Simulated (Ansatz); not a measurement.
Cost and result for the atomization energy of C2H5GeN, SMILES `[NH2][GeH]1[CH]=[CH]1` (9 atoms, 9 bonds).

Z-matrix (Å, degrees):
```
Ge
C 1 1.901
C 1 1.901 2 40.8
N 1 1.840 2 118.4 3 -101.6
H 1 1.535 2 120.6 3 102.7
H 2 1.084 1 154.0 3 177.9
H 3 1.084 1 154.0 2 -178.1
H 4 1.012 1 113.1 2 -95.7
H 4 1.012 1 113.1 2 141.3
```

The species carries charge 0 and has multiplicity 1. Correlated methods include outer-core shells of Ge, which these sets cover unevenly. Scalar relativity is left out up to krypton. The structure was optimised at the PBE0-D4/def2-TZVP level. It is one conformer, not always the lowest. Program: Ansatz. All runs use 2 threads of an Arm Neoverse V2 on a shared host. Times are those of one run each, without the atoms' runs, and a repeat can differ threefold. Electronic energies, without spin–orbit coupling; frozen cores. CCSD(T)/CBS adds CCSD(T) − MP2 in def2-TZVPP to the MP2 limit, and its time is that of the two runs behind it. T1 = 0.012. With those shells the extrapolation isn't a true limit.

CCSD(T)/CBS is a level of theory with its own doubt, some kJ/mol a heavy atom from the limit and from the frozen cores, so smaller differences don't rank the functionals.

| level | functions | wall time | atomization (kcal/mol) | difference from CCSD(T)/CBS | per bond |
| --- | --- | --- | --- | --- | --- |
| BLYP-D4/def2-TZVPP | 211 | 2.3 s | 759.1 | -3.1 | -0.3 |
| PBE-D4/def2-TZVPP (with forces) | 211 | 3 s | 780.2 | 18.0 | 2.0 |
| PBE0-D4/def2-TZVPP | 211 | 3.6 s | 762.8 | 0.6 | 0.1 |
| BHLYP-D4/def2-TZVPP | 211 | 3.8 s | 731.3 | -30.9 | -3.4 |
| r2SCANh-D4/def2-TZVPP | 211 | 6.5 s | 754.6 | -7.6 | -0.8 |
| B2PLYP/def2-TZVPP | 211 | 7 s | 751.7 | -10.5 | -1.2 |
| PBE-QIDH/def2-TZVPP | 211 | 7 s | 756.0 | -6.2 | -0.7 |
| CCSD(T)/def2-SVP | 99 | 7 s | 711.4 | -50.8 | -5.6 |
| ωB97X-V/def2-TZVPP | 211 | 10 s | 762.5 | 0.3 | 0.0 |
| B97M-V/def2-TZVPP | 211 | 12 s | 764.3 | 2.1 | 0.2 |
| MP2/def2-QZVPP | 410 | 26 s | 765.5 | 3.3 | 0.4 |
| CCSD(T)/def2-TZVPP | 211 | 2.4 min | 740.8 | -21.4 | -2.4 |
| CCSD(T)/CBS(def2) | – | 2.8 min | 762.2 | 0.0 | 0.0 |

Leaving LDA and LC-ωPBE aside and taking each functional with its dispersion term where it has one, the values spread over 48.9 kcal/mol, from BHLYP-D4 to PBE-D4. LDA lies +105.6 kcal/mol from PBE without D4, its usual overbinding. In def2-TZVPP, CCSD(T) changes the Hartree–Fock value by +224.0 kcal/mol (the triples alone add +15.2 kcal/mol) and MP2 by +236.1 kcal/mol; breaking electron pairs costs correlation energy, which Hartree–Fock lacks. From PBE to PBE0 (25 % exact exchange), in def2-TZVPP and without D4, the atomization energy moves by −16.8 kcal/mol: exact exchange takes away binding that semilocal exchange gives to molecules.
